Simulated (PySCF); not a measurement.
# Diatomics of N with the second period

PBE0 with double-zeta basis sets in PySCF, for the lowest determinant that a PBE0 search found; no spin–orbit coupling. De refers to high-spin ground-configuration atoms. A positive dipole means M(−)N(+).

```csv
M,basis,state (unpaired electrons),Re (Å),ωe (cm⁻¹),De (eV),μ (D)
Li,jorge-DZP-DKH,triplet (π ↑↑),1.916,628,1.43,-6.70
Be,aug-pcseg-1,"quartet (σ ↑, π ↑↑)",1.620,900,1.92,-1.42
B,x2c-SVPall,"triplet (σ ↑, π ↑)",1.317,1624,4.87,-1.95
C,def2-SVP,doublet (σ ↑),1.167,2216,7.78,-1.45
N,def2-SVP,singlet (closed shell),1.098,2529,9.72,n/a
O,aug-cc-pVDZ,doublet (π ↑),1.148,2032,6.52,-0.13
```

The shortest bond is that of N2 (1.098 Å), the longest that of LiN (1.916 Å). N2 is bound most strongly (9.72 eV) and LiN least (1.43 eV).

The rows differ in basis set, which adds steps of its own.

The state changes along the series, so neighbouring rows are not always alike in their bonding.

States were picked by a PBE0 search and need not be the measured ground states.
